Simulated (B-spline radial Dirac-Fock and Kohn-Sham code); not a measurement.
# Binding energies of Nd³⁺ at several levels of theory

System: Nd³⁺, configuration 1s2 2s2 2p6 3s2 3p6 3d10 4s2 4p6 4d10 4f2 5s2 5p6 6s1 (not the ground configuration).

The density-functional columns are spherical, spin-unpolarised Dirac-Kohn-Sham results without Breit or QED terms: −ε is minus the orbital energy of the initial state and ΔSCF the difference of two total energies. The reference in the last column comes from relaxed Dirac-Fock hole states (ΔSCF) with Breit and QED corrections and a finite nucleus. All numbers are from a radial finite-basis atomic code, in eV; a selection of levels is shown. For the 1s level of heavy atoms much of the gap between ΔSCF and the reference is the Breit and QED part, -174.4 eV here; for other levels the error of the functional can be larger.

| level | PBE −ε | PBE ΔSCF | Dirac-Fock |
| --- | --- | --- | --- |
| 1s | 43398.4 | 43823.5 | 43617.7 |
| 2s | 7052.2 | 7130.9 | 7184.4 |
| 2p1/2 | 6674.1 | 6772.7 | 6774.4 |
| 2p3/2 | 6154.2 | 6244.3 | 6260.8 |
| 3s | 1565.2 | 1592.0 | 1633.9 |
| 3p1/2 | 1403.7 | 1431.7 | 1459.4 |
| 3p3/2 | 1299.9 | 1326.6 | 1354.9 |
| 3d3/2 | 1018.6 | 1049.0 | 1054.5 |
| 3d5/2 | 996.2 | 1026.1 | 1032.6 |
| 4s | 345.3 | 358.2 | 378.1 |
| 4p1/2 | 284.2 | 296.8 | 310.2 |
| 4p3/2 | 261.4 | 273.6 | 287.2 |
| 4d3/2 | 160.7 | 172.4 | 173.5 |
| 4d5/2 | 156.6 | 168.2 | 169.5 |
| 4f | 40.61 | 50.61 | 48.07 |
| 5p1/2 | 56.33 | 62.98 | 61.89 |
| 5p3/2 | 52.62 | 59.04 | 58.10 |
| 6s | 23.63 | 27.00 | 25.95 |

Values without a named source are computed, but for edge energies of neutral atoms, which are taken from tables.
